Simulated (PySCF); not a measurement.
Exercise with solution: oscillator strength and radiative lifetime

siletan-1-amine (C3H9NSi), SMILES N[SiH]1CCC1.

Geometry: PBE0-D3(BJ)/def2-SVP. Other conformers were not sampled.

PySCF 2.14.0 with TDDFT-PBE/def2-SVPD puts the first singlet state with f over 0.02 at 5.61 eV (vertical), with the transition dipole (0.144, -0.179, 0.361) in atomic units.

Q: Find the oscillator strength, the wavelength and the radiative lifetime that this transition would have in vacuum if emission retraced absorption.

A: 
|μ|² = 0.1831 au, so |μ| = 1.09 D. ΔE = 5.61/27.211 = 0.2062 hartree. f = (2/3) ΔE |μ|² = 0.025 (the program prints 0.025).
λ = 1239.84/5.61 = 221 nm; ν = 45248 cm⁻¹.
Einstein's coefficient A = 0.6670 ν² f s⁻¹ (ν in cm⁻¹) = 3.4e7 s⁻¹, so τ = 1/A = 29 ns. This state is S1. The figure is the radiative limit of this one transition; relaxation, internal conversion, crossing to triplets and a medium change what is measured.
